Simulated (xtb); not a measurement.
xtb input (GFN1-xTB):

```bash
xtb mol.xyz --gfn 1 --opt tight --chrg 0 --uhf 0
```
mol.xyz:
```
7

W      0.03026373    -0.01216340    -0.00744043
H     -1.12666800     0.03357303     1.19298235
H     -0.82709561     1.40802932     0.16456333
H     -0.21943787    -0.99244252    -1.39029555
H     -1.56543162    -0.02719069    -0.49234066
H      0.50294838    -0.89240032     1.38444265
H      0.99616834     1.37052278    -0.30876010
```

Output:

```
           -------------------------------------------------
          |                Calculation Setup                |
           -------------------------------------------------

           -------------------------------------------------
          |                 G F N 1 - x T B                 |
           -------------------------------------------------

        Reference                      10.1021/acs.jctc.7b00118
      * Hamiltonian:
        H0-scaling (s, p, d)           1.850000    2.250000    2.000000
        zeta-weighting                 0.000000
      * Dispersion:
        s8                             2.400000
        a1                             0.630000
        a2                             5.000000
        s9                             0.000000
      * Repulsion:
        kExp                           1.500000
        rExp                           1.000000
      * Coulomb:
        alpha                          2.000000
        third order                    atomic
        anisotropic                    false
      * Halogen bond correction:
        rad-scale                      1.300000
        damping                        0.440000

          ...................................................
          :                      SETUP                      :
          :.................................................:
          :  # basis functions                  22          :
          :  # atomic orbitals                  21          :
          :  # shells                           15          :
          :  # electrons                        12          :
          :  # halogen bonds                     0          :
          :  max. iterations                   250          :
          :  Hamiltonian                  GFN1-xTB          :
          :  restarted?                      false          :
          :  GBSA solvation                  false          :
          :  PC potential                    false          :
          :  electronic temp.          300.0000000     K    :
          :  accuracy                    1.0000000          :
          :  -> integral cutoff          0.2500000E+02      :
          :  -> integral neglect         0.1000000E-07      :
          :  -> SCF convergence          0.1000000E-05 Eh   :
          :  -> wf. convergence          0.2000000E-04 e    :
          :  Broyden damping             0.4000000          :
          :  net charge                          0          :
          :  unpaired electrons                  0          :
          ...................................................

 iter      E             dE          RMSdq      gap      omega  full diag
   1     -5.4031220 -0.540312E+01  0.700E+00    2.71       0.0  T
   2     -5.4111644 -0.804234E-02  0.394E+00    2.61       1.0  T
   3     -5.4122966 -0.113227E-02  0.108E+00    2.56       1.0  T
   4     -5.4123969 -0.100286E-03  0.324E-02    2.58       1.2  T
   5     -5.4123976 -0.662587E-06  0.385E-03    2.58       9.8  T
   6     -5.4123976 -0.256752E-08  0.203E-03    2.58      18.6  T
   7     -5.4123976 -0.147950E-09  0.173E-04    2.58     218.5  T
[...]
         :: HOMO-LUMO gap              2.142777979395 eV    ::
         ::.................................................::
         :: SCC energy                -5.441459266982 Eh    ::
         :: -> electrostatic           0.039165777181 Eh    ::
         :: repulsion energy           0.037703792718 Eh    ::
         :: dispersion energy         -0.001372922216 Eh    ::
         :: halogen bond corr.         0.000000000000 Eh    ::
         :: add. restraining           0.000000000000 Eh    ::
         :: total charge               0.000000000000 e     ::
         :::::::::::::::::::::::::::::::::::::::::::::::::::::

           -------------------------------------------------
          |                Property Printout                |
           -------------------------------------------------

    * Orbital Energies and Occupations

         #    Occupation            Energy/Eh            Energy/eV
      -------------------------------------------------------------
         1        2.0000           -0.5169582             -14.0671
         2        2.0000           -0.4697267             -12.7819
         3        2.0000           -0.4697018             -12.7812
         4        2.0000           -0.4697003             -12.7812
         5        2.0000           -0.4556166             -12.3980
         6        2.0000           -0.4556160             -12.3979 (HOMO)
         7                         -0.3768704             -10.2552 (LUMO)
         8                         -0.3461903              -9.4203
         9                         -0.3461892              -9.4203
        10                         -0.0737378              -2.0065
        11                         -0.0535972              -1.4585
        12                         -0.0535955              -1.4584
        13                         -0.0471114              -1.2820
        14                         -0.0393538              -1.0709
        15                         -0.0393537              -1.0709
        16                          0.0495521               1.3484
        17                          0.0495572               1.3485
       ...                                ...                  ...
        21                          1.8324228              49.8628
      -------------------------------------------------------------
                  HL-Gap            0.0787456 Eh            2.1428 eV
             Fermi-level           -0.4162432 Eh          -11.3266 eV

  Mulliken/CM5 charges         n(s)   n(p)   n(d)
     1W     1.26922  1.22099   0.456  1.198  3.077
     2H    -0.21154 -0.20350   1.212  0.000  0.000
     3H    -0.21154 -0.20350   1.212  0.000  0.000
     4H    -0.21153 -0.20350   1.212  0.000  0.000
     5H    -0.21154 -0.20350   1.212  0.000  0.000
     6H    -0.21154 -0.20350   1.212  0.000  0.000
     7H    -0.21153 -0.20350   1.212  0.000  0.000

Wiberg/Mayer (AO) data.
largest (>0.10) Wiberg bond orders for each atom

 ---------------------------------------------------------------------------
     #   Z sym  total        # sym  WBO       # sym  WBO       # sym  WBO
 ---------------------------------------------------------------------------
     1  74 W    5.335 --     6 H    0.889     4 H    0.889     7 H    0.889
Note: The following floating-point exceptions are signalling: IEEE_DENORMAL
normal termination of xtb
                             2 H    0.889     5 H    0.889     3 H    0.889
     2   1 H    0.961 --     1 W    0.889
     3   1 H    0.961 --     1 W    0.889
     4   1 H    0.961 --     1 W    0.889
     5   1 H    0.961 --     1 W    0.889
     6   1 H    0.961 --     1 W    0.889
     7   1 H    0.961 --     1 W    0.889
 ---------------------------------------------------------------------------

Topologies differ in total number of bonds
Writing topology from bond orders to xtbtopo.mol

 dipole moment from electron density (au)
     X       Y       Z
  -0.0001   0.0000   0.0000  total (Debye):    0.000

           -------------------------------------------------
          |                Geometry Summary                 |
           -------------------------------------------------

      molecular mass/u    :      189.8894220
   center of mass at/Å    :       -0.3156229       0.1268486       0.0776019
  moments of inertia/u·Å² :        0.1006342E+02   0.1191362E+02   0.1191364E+02
rotational constants/cm⁻¹ :        0.1675140E+01   0.1414989E+01   0.1414986E+01

 * 6 selected distances

     #   Z          #   Z                                           value/Å
     1  74 W        2   1 H                                       1.6738936 (min)
     1  74 W        3   1 H                                       1.6739041
     1  74 W        4   1 H                                       1.6739171
     1  74 W        5   1 H                                       1.6739013
     1  74 W        6   1 H                                       1.6739289 (max)
     1  74 W        7   1 H                                       1.6739127

 * 1 distinct bonds (by element types)

   Z      Z             #   av. dist./Å        max./Å        min./Å
   1 H   74 W           6     1.6739096     1.6739289     1.6738936

optimized geometry written to: xtbopt.xyz

           -------------------------------------------------
          | TOTAL ENERGY               -5.405128396479 Eh   |
          | GRADIENT NORM               0.000014612117 Eh/α |
          | HOMO-LUMO GAP               2.142777979395 eV   |
           -------------------------------------------------

------------------------------------------------------------------------
------------------------------------------------------------------------
 total:
 SCF:
 ANC optimizer:
```
